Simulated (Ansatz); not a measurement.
Basis-set extrapolation for FH6NSSi2, SMILES `N[Si](F)([SiH3])S` (PBE0-D4/def2-TZVP geometry, frozen core, Ansatz 0.2.0). Multiplicity 1, RHF reference.

|  | def2-TZVPP | def2-QZVPP |
| --- | --- | --- |
| HF | -1133.021063 | -1133.058232 |
| MP2 correlation | -0.885605 | -0.961083 |
| CCSD(T) correlation | -0.975029 | not run |

Energies in hartree. Use E(X) = E(∞) + A·exp(−7.88·√X) for Hartree–Fock and E(X) = E(∞) + B·X^(−2.97) for correlation, with X = 3 and 4, and add CCSD(T) minus MP2 of the smaller set to the MP2 limit.

Q: What is the CCSD(T) energy at the basis-set limit?

A: HF limit: -1133.058232 + (-0.037169) × 0.13774 = -1133.06335. MP2 limit: -0.961083 + (-0.075478) × 0.74074 = -1.01699. Higher-order term: -0.975029 − (-0.885605) = -0.08942. Total: -1134.16976 hartree, 4.73 eV below CCSD(T)/def2-TZVPP.
